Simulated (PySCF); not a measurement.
Telling isomers of C7H9NOSi apart by NMR

- GFN2-xTB geometry
- GIAO PBE0/pcSseg-1 shieldings
- code: PySCF 2.14
- single conformer, non-relativistic, no solvent, fast rotation and ring inversion assumed for equivalent nuclei

References, each an isolated molecule treated in the same way: 1H (31.72 ppm), 13C (186.93 ppm) against TMS. Where no couplings were computed, multiplicities follow the n + 1 count of equivalent neighbours, and m marks all less simple cases (inequivalent or close neighbours, rings, F or P nearby). Acid and N–H amide carbonyl carbons lie up to 10 ppm further downfield in solution (hydrogen bonding). Shifts are as computed. Against solution values, carbons near 30 ppm lie about +3 ppm off and those near 130 ppm about +5 ppm. Of 1211 compounds with measured shifts, 218 miss one by over three times the rms of a fit or turn the order of signals round; such compounds aren't used in these exercises. OH and NH positions are gas-phase values without hydrogen bonding to other molecules.

(1) Tabulate the signals of `O=Cc1ccc(N[SiH3])cc1`, `C=CC1=C([Si@@H](C#N)OC)C1`, `C=C(C#N)[Si@H]1CC=C(C)O1`, `C#C[C@@H]1C[SiH2]OC[C@H]1C#N`, `O=CN[SiH2]c1ccccc1`, `N#C[Si@H](C=O)/C=C/C1CC1` and their relative energies.

(2) What is the quickest way to tell C=C(C#N)[Si@H]1CC=C(C)O1 from C#C[C@@H]1C[SiH2]OC[C@H]1C#N?

(3) What is the quickest way to tell O=CN[SiH2]c1ccccc1 from N#C[Si@H](C=O)/C=C/C1CC1?

(4) What is the quickest way to tell O=Cc1ccc(N[SiH3])cc1 from O=CN[SiH2]c1ccccc1?

Results:

(1) 
| SMILES | carbon types | δC | δH | E rel. (kcal/mol) |
| --- | --- | --- | --- | --- |
| O=Cc1ccc(N[SiH3])cc1 | 2×C 5×CH | 192.8, 157.4, 139.2, 132.2, 118.2 | 9.96 (s, 1H), 8.08 (d, 2H), 6.85 (d, 2H), 4.85 (s, 3H), 3.57 (br s, 1H) | 14.9 |
| C=CC1=C([Si@@H](C#N)OC)C1 | 3×C 1×CH 2×CH2 1×CH3 | 147.2, 137.7, 132.6, 123.9, 112.6, 53.5, 9.7 | 7.34 (m, 1H), 6.33 (m, 1H), 6.09 (m, 1H), 5.37 (s, 1H), 4.04 (s, 3H), 1.23 (m, 1H), 1.11 (m, 1H) | 74.3 |
| C=C(C#N)[Si@H]1CC=C(C)O1 | 3×C 1×CH 2×CH2 1×CH3 | 164.2, 157.3, 125.7, 122.5, 104.8, 20.4, 20.3 | 7.14 (br s, 1H), 6.77 (br s, 1H), 5.49 (m, 1H), 5.16 (m, 1H), 1.97 (s, 3H), 1.96 (m, 1H), 1.87 (m, 1H) | 31.2 |
| C#C[C@@H]1C[SiH2]OC[C@H]1C#N | 2×C 3×CH 2×CH2 | 122.7, 90.2, 80.7, 69.6, 38.2, 32.8, 20.2 | 5.07 (m, 1H), 4.84 (m, 1H), 4.50 (m, 1H), 3.93 (m, 1H), 2.63 (m, 1H), 2.36 (m, 1H), 1.92 (d, 1H), 1.16 (m, 1H), 1.14 (m, 1H) | 65.2 |
| O=CN[SiH2]c1ccccc1 | 1×C 6×CH | 168.3, 140.5, 138.4, 136.2, 133.6 | 8.49 (s, 1H), 7.93 (d, 2H), 7.75 (m, 1H), 7.71 (m, 2H), 5.46 (s, 2H), 4.34 (br s, 1H) | 0.0 |
| N#C[Si@H](C=O)/C=C/C1CC1 | 1×C 4×CH 2×CH2 | 241.1, 172.7, 123.7, 113.3, 23.9, 11.2, 11.2 | 12.18 (d, 1H), 6.19 (m, 1H), 5.82 (m, 1H), 4.73 (m, 1H), 1.61 (m, 1H), 0.99 (m, 1H), 0.98 (m, 1H), 0.66 (m, 1H), 0.64 (m, 1H) | 72.9 |

Energies are electronic energies at PBE0/pcSseg-1 on these geometries, without zero-point or thermal terms, each for the one conformer computed, which needn't be the lowest.

(2) Both give the same number of carbon signals, but DEPT or the intensities differ. The first has a terminal =CH2 carbon at 157.3 ppm, the second an sp3 CH α to a nitrile at 38.2 ppm. Their most deshielded carbons lie at 164.2 and 122.7 ppm. In the proton spectra the most deshielded non-exchanging signals are 7.14 (br s, 1H) and 5.07 (m, 1H).

(3) Count the carbon signals: 5 against 7. The first has an aromatic CH at 140.5 ppm, the second a carbonyl carbon (CH) at 241.1 ppm. Their most deshielded carbons lie at 168.3 and 241.1 ppm. In the proton spectra the most deshielded non-exchanging signals are 8.49 (s, 1H) and 12.18 (d, 1H).

(4) Both give the same number of carbon signals, but DEPT or the intensities differ. The first has an aldehyde carbonyl carbon (CH) at 192.8 ppm, the second an amide carbonyl carbon (CH) at 168.3 ppm. In the proton spectra the most deshielded non-exchanging signals are 9.96 (s, 1H) and 8.49 (s, 1H).
